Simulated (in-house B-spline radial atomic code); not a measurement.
Settings and results of a run for Nb XXXII (Nb31+). Level of theory: scalar-relativistic (X2C) OLYP, spin-polarised, spherical fractional occupations, Fermi nucleus of rms radius 4.324 fm; calculated with a radial B-spline atomic code at the basis-set limit.

Command:
```bash
python run_scf.py task.json out
```
Settings (nuclear radius in fm, mass in u):
```
Z                41
configuration    [He] 2s2 2p6
hamiltonian      x2c
method           optx,lyp
spin_polarised   True
nucleus          fermi
rms_radius       4.324
atomic_mass      92.90637
speed_of_light   137.035999084
```

Output (hartree, bohr):
```
 radial grid: 55 intervals, B-splines of order 8, outer radius 1.2618 bohr

 iter        energy (Eh)    residual
    1       -3062.175330    3.63e+00
    2       -3077.462671    3.69e-01
    3       -3077.590316    1.66e-01
    4       -3077.616225    7.44e-02
    5       -3077.622704    7.57e-03
    6       -3077.622774    9.26e-06
    7       -3077.622774    1.23e-07

 total energy                     -3077.62277
 kinetic                            3203.2884
 electron-nucleus                  -6617.0787
 Hartree                             405.5716
 exchange-correlation                -69.4040

 orbital      occ     eigenvalue          <r>       <r^2>       <1/r>       r_max
 1s up      1.000      -752.9460    0.0355827  0.00171859     43.7528     0.02291
 1s down    1.000      -752.9460    0.0355827  0.00171859     43.7528     0.02291
 2s up      1.000      -155.5653      0.15436   0.0280414     9.98086      0.1318
 2s down    1.000      -155.5653      0.15436   0.0280414     9.98086      0.1318
 2p up      3.000      -145.9834     0.134192    0.021885     9.47467      0.1049
 2p down    3.000      -145.9834     0.134192    0.021885     9.47467      0.1049
```

Run time, properties included: 0.12 s on 1 thread of Arm Neoverse V1, on a shared host.

One-electron X2C: radii and densities carry no picture-change correction, so inner-shell <1/r> comes out high (for 1s by about 2 % at Z = 33, 5 % at 54, 10 % at 75, 30 % at 118) and <r> low.
